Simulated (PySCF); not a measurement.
# Oxygen: a sound run and one with changed settings

Sound run: O+ [He] 2s2 2p3, O(2+) [He] 2s2 2p2. All numbers are calculated (PySCF 2.14, no relativity, point nucleus, in cc-pVTZ (4s3p2d1f, 30 functions)). In the sound run the correlated levels freeze 1s2. The sound run starts from symmetry-adapted Hartree-Fock orbitals and uses a fine grid where one is needed.

Changed run: initial guess 1e, at most 50 SCF cycles, level shift 2.0 hartree.

```csv
species,method,sound run (hartree),changed run (hartree),converged
O+,UHF,-74.37037,-74.37037,yes
O+,TPSS,-74.58675,-74.58675,yes
O+,BP86,-74.56127,-74.56127,yes
O+,MP2,-74.46801,-74.42953,yes
O+,CCSD(T),-74.48467,-74.48467,yes
O(2+),UHF,-73.10003,-73.10003,yes
O(2+),TPSS,-73.29108,-73.29108,yes
O(2+),BP86,-73.26491,-73.26491,yes
O(2+),MP2,-73.17482,-73.14401,yes
O(2+),CCSD(T),-73.19778,-73.19778,yes
```

Ionisation energy of O+:

| method | sound run (eV) | changed run (eV) |
| --- | --- | --- |
| UHF | 34.568 | 34.568 |
| TPSS | 35.257 | 35.257 |
| BP86 | 35.276 | 35.276 |
| MP2 | 35.190 | 34.981 |
| SCS-MP2 | 34.934 | 34.825 |
| CCSD | 35.010 | 35.010 |
| CCSD(T) | 35.018 | 35.018 |

A level shift leaves the converged SCF energy unchanged but raises the virtual orbital energies, which shrinks MP2 if it is not removed.

For comparison, NIST gives 35.121 eV between the lowest levels.
